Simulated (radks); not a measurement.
Results of a calculation; reference values are marked as such.
Excited configurations of the cadmium ion Cd2+: one electron is placed in a higher orbital outside [Kr] 4d9. The ground configuration is [Kr] 4d10. Level of theory: scalar-relativistic Kohn-Sham, SCAN, spin-polarised, spherical densities, finite nucleus; open shells are filled with parallel spins first (spin-orbit coupling, left out, can overturn this in heavy ions); meta-GGA in the generalised Kohn-Sham scheme; Fermi nuclear charge, rms radius 4.6087 fm (a radial shooting solver on a logarithmic mesh with Libxc functionals). Excitation = E - E(ground); binding = E(ion) - E, where the ion is the core of charge +3; n* = 3/sqrt(2 binding) in atomic units, and the quantum defect is n - n*.

| outer orbital | excitation (eV) | binding (eV) | n* | quantum defect | <r> (bohr) |
|---|---|---|---|---|---|
| 5s | 10.117 | 27.928 | 2.094 | 2.906 | 2.363 |
| 5d | 26.140 | 11.905 | 3.207 | 1.793 | 4.267 |
| 6d | 31.074 | 6.970 | 4.191 | 1.809 | 7.998 |
| 7p | 31.881 | 6.163 | 4.457 | 2.543 | 9.872 |
| 7d | 33.465 | 4.580 | 5.171 | 1.829 | 12.68 |

The Delta-SCF ionisation energy is 38.045 eV (NIST Atomic Spectra Database: 37.47 eV, measured). Self-interaction in the functional shifts the binding energies and quantum defects, so they are the method's values and not measured ones. Open shells are spherical and high-spin; term and fine-structure splittings are not resolved.
